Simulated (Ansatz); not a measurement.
`[CH3][GeH]([Cl])[Cl]` + H₂ → `[CH3][GeH2][Cl]` + HCl at 500 K and 1 bar (hydrogenolysis of a Ge–Cl bond).

Program: Ansatz. Geometries: PBE0-D4/def2-TZVP. ΔE: electronic, gas phase. CCSD(T)/CBS is the MP2 limit (def2-TZVPP, def2-QZVPP) plus CCSD(T) − MP2 in def2-TZVPP, frozen cores. This one scheme is used for every species. For Ge outer-core shells are correlated without core-valence functions, which leaves a few kJ/mol of doubt a bond. Scalar relativity is left out up to krypton.

| species | CCSD(T)/CBS energy (Eh) | H − E (kJ/mol) | S (J/(mol·K)) |
| --- | --- | --- | --- |
| `[CH3][GeH]([Cl])[Cl]` | -3036.22487 | 166.1 | 401.1 |
| H₂ | -1.17544 | 41.0 | 145.5 |
| `[CH3][GeH2][Cl]` | -2576.99593 | 176.8 | 361.6 |
| HCl | -460.38127 | 32.5 | 201.9 |

H − E and S are ideal-gas, rigid-rotor, harmonic terms from PBE0-D4/def2-TZVP. The MP2-based limit puts H₂ 0.8 mEh under its directly extrapolated value; such offsets cancel only in part. 1 Eh = 2625.50 kJ/mol, R = 8.31446 J/(mol·K).

Question: By hand: ΔE, ΔH, ΔS and ΔG.

Answer: ΔE = (-2576.99593) + (-460.38127) − (-3036.22487) − (-1.17544) = 0.02311 Eh = 60.7 kJ/mol. Δ(H − E) = 176.8 + 32.5 − 166.1 − 41.0 = 2.2, so ΔH = 62.9 kJ/mol. ΔS = 361.6 + 201.9 − 401.1 − 145.5 = 16.9 J/(mol·K). ΔG = 62.9 − 500 × (16.9)/1000 = 54.5 kJ/mol.

Question: By hand: the equilibrium constant, and the temperature at which ΔG would vanish if ΔH and ΔS stayed fixed.

Answer: log₁₀ K = −ΔG/(RT ln 10) = -5.7. ΔG = 0 at ΔH/ΔS = 3722 K, far beyond where these terms or the molecules hold.

ΔH outweighs TΔS. A doubt of 5 kJ/mol in ΔE shifts log₁₀ K by 0.5 here. These are equilibria of isolated gas molecules and say nothing of rates. Largest T1 diagnostic: 0.010 (customary marks: 0.02 for closed shells, 0.045 for open ones).
